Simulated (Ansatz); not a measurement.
The cluster MoSe2, relaxed as a quintet with UKS B3LYP-D4/def2-TZVP in Ansatz, starting from the B3LYP-D4/def2-TZVP geometry of the neutral singlet. Force threshold 0.02 eV/Å.

In the def2 sets Mo takes a core potential; there is no spin–orbit coupling. The relaxation made no stability test and no search for a lower SCF solution. At B3LYP-D4/def2-TZVP a triplet of charge 0 lies 1.16 eV below the quintet, each at its own geometry. The structure comes from a short search, and lower isomers may exist.

Start:

```xyz
3

Mo    0.1190   -0.0536    0.8640
Se   -1.8388    0.1226   -0.1811
Se    1.7199   -0.0690   -0.6829
```

Problem. Estimate the energy that the relaxation releases and the steps that it takes.

Solution. 0.17 eV, in 5 steps; 16 s on 4 threads of Arm Neoverse V1 on a shared host. The force fell under the threshold at step 3, but the optimiser went on. No frequencies were taken in this run, so the end may be a saddle point.

Problem. Does the start keep its bonding and symmetry?

Solution. By distances, no bond broke or formed. The bond that changes most is Mo1–Se3, from 2.23 to 2.32 Å (atoms count from 1). Point group C2v at the start, C2v at the end, both within 0.05 Å.

Problem. Predict the relaxed structure.

Solution. 
```tsv
atom	x (Å)	y (Å)	z (Å)
Mo1	0.1280	-0.0577	0.9299
Se2	-1.8820	0.1267	-0.2086
Se3	1.7540	-0.0691	-0.7213
```
Bond lengths: 2 × Mo–Se 2.32 Å.
